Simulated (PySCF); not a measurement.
Basis set benchmark on one molecule

Molecule: `InChI=1S/BCl4/c2-1(3,4)5/q-1`.

Structure with atom numbers: `[Cl:1][B-:2]([Cl:3])([Cl:4])[Cl:5]`.

Geometry PBE0-D3(BJ)/def2-SVP throughout; GIAO in PySCF 2.14, gas phase, one conformer, non-relativistic; equivalent atoms averaged; functional PBE0.

Reference values (measured; Macháček, Bühl, Fanfrlík, Hnyk, 11B NMR of BX3 and BX4-, J. Phys. Chem. A (author manuscript)): δ(B2) = 6.7 ppm vs BF3.OEt2. Computed shifts are taken against BF3·OEt2, calculated as an isolated molecule at each level.

How do the basis sets STO-3G, 6-31G, pcSseg-0, 6-31G*, def2-SVP, cc-pVDZ, pcSseg-1, aug-cc-pVDZ, cc-pVTZ, 6-311+G(2d,p), def2-TZVP, pcSseg-2, IGLO-III perform against the reference? Times are CPU seconds on shared hosts with different chips, so compare them loosely.

Results:


| basis set | functions | B2 | abs. error B | core-s |
| --- | --- | --- | --- | --- |
| STO-3G | 41 | 18.4 | 11.7 | 1.8 |
| 6-31G | 61 | 16.5 | 9.8 | 3.6 |
| pcSseg-0 | 61 | 24.9 | 18.2 | 2.4 |
| 6-31G* | 86 | 15.7 | 9.0 | 4.9 |
| def2-SVP | 86 | 13.8 | 7.1 | 4 |
| cc-pVDZ | 86 | 15.3 | 8.6 | 4 |
| pcSseg-1 | 113 | 11.6 | 4.9 | 7.1 |
| aug-cc-pVDZ | 131 | 12.4 | 5.7 | 6.7 |
| cc-pVTZ | 166 | 13.5 | 6.8 | 10 |
| 6-311+G(2d,p) | 167 | 11.5 | 4.8 | 11 |
| def2-TZVP | 179 | 14.2 | 7.5 | 12 |
| pcSseg-2 | 208 | 14.2 | 7.5 | 14 |
| IGLO-III | 211 | 12.5 | 5.8 | 12 |

For ¹¹B the closest is 6-311+G(2d,p) (4.8 ppm, with pcSseg-1 practically level) and the furthest pcSseg-0 (18.2 ppm). Where a smaller basis beats a larger one, errors probably cancel; the largest sets show where the functional converges. One molecule is a small sample, and vibrational and solvent effects are absent from the calculation.

A small basis that lands close on one nucleus may do so by chance; judge by the trend and by all nuclei.
